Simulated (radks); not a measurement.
Initial-state core-level shifts of neutral gallium when its valence configuration changes from [Ar] 3d10 4s2 4p1. Calculated with a radial shooting solver on a logarithmic mesh with Libxc functionals: scalar-relativistic Kohn-Sham, PBE, spin-polarised, spherical densities, finite nucleus; open shells are filled with parallel spins first; Fermi nuclear charge, rms radius 3.9973 fm. Shifts are changes of the shell-averaged eigenvalues in eV (positive: less bound); the change of the density at the nucleus, which sets a Mossbauer isomer shift, is in e/bohr^3, on a base of 2.856e+04.

valence                1s       2p      3s      3p  density at nucleus
3d10 4s1 4p2       -1.464   -1.391  -1.479  -1.475             -12.451
3d9 4s2 4p2       -10.188  -11.070  -9.634  -9.419              +9.488
3d10 4s0.5 4p2.5   -2.373   -2.255  -2.381  -2.376             -19.053
3d10 4s1.5 4p1.5   -0.799   -0.759  -0.802  -0.801              -6.035
3d10 4p3           -3.253   -3.092  -3.255  -3.250             -25.891
3d9.5 4s2 4p1.5    -4.987   -5.400  -4.763  -4.660              +4.596
